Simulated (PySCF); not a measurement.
ClH₆NSi₃, SMILES Cl[SiH]1[SiH2]N[SiH2]1. Atoms are numbered in the order given.

```xyz
11

Cl     2.4064     0.3941     0.0000
Si     0.6448    -0.7101     0.0000
Si    -1.0470     0.0472    -1.4499
N     -1.9804     0.3888     0.0000
Si    -1.0470     0.0472     1.4499
H      1.0005    -2.1585     0.0000
H     -1.6989    -0.9526    -2.3557
H     -0.7163     1.2519    -2.2746
H     -2.9269     0.7593     0.0000
H     -0.7163     1.2519     2.2746
H     -1.6989    -0.9526     2.3557
```

The structure is a stationary point at PBE0-D3(BJ)/def2-SVP. This is a generated structure with no PubChem entry under its InChIKey; it may be hypothetical.

These are TDDFT-CAM-B3LYP/def2-SVPD run with PySCF values and carry that method's errors.

Vertical excitations.  State labels are in the subgroup Cs.

```tsv
state	symmetry	energy (eV)	λ (nm)	f	main pairs
S1	A"	5.13	242	0.001	HOMO→LUMO 69 %, HOMO→LUMO+1 29 %
S2	A"	5.68	218	0.112	HOMO→LUMO+1 66 %, HOMO→LUMO 28 %
S3	A'	5.74	216	0.002	HOMO−1→LUMO 71 %, HOMO−1→LUMO+1 25 %
S4	A'	6.12	203	0.003	HOMO−1→LUMO+1 72 %, HOMO−1→LUMO 24 %
S5	A'	6.49	191	0.013	HOMO−2→LUMO 67 %, HOMO−2→LUMO+1 29 %
S6	A"	6.62	187	0.016	HOMO→LUMO+3 80 %, HOMO→LUMO+4 15 %
S7	A'	6.75	184	0.202	HOMO→LUMO+2 92 %
S8	A"	7.01	177	0.001	HOMO−1→LUMO+2 93 %
S9	A'	7.07	175	0.007	HOMO−1→LUMO+3 88 %
S10	A'	7.16	173	0.040	HOMO−2→LUMO+1 61 %, HOMO−2→LUMO 24 %
T1	A"	4.56	272	0	HOMO→LUMO 60 %, HOMO→LUMO+1 35 %
T2	A"	5.05	245	0	HOMO→LUMO+1 57 %, HOMO→LUMO 33 %
T3	A'	5.43	228	0	HOMO−1→LUMO 79 %, HOMO−1→LUMO+1 14 %
T4	A'	5.62	220	0	HOMO−1→LUMO+1 77 %, HOMO−1→LUMO 13 %
```
Triplets are in the Tamm–Dancoff approximation, which puts them higher than full response would, so one can lie above its singlet here.
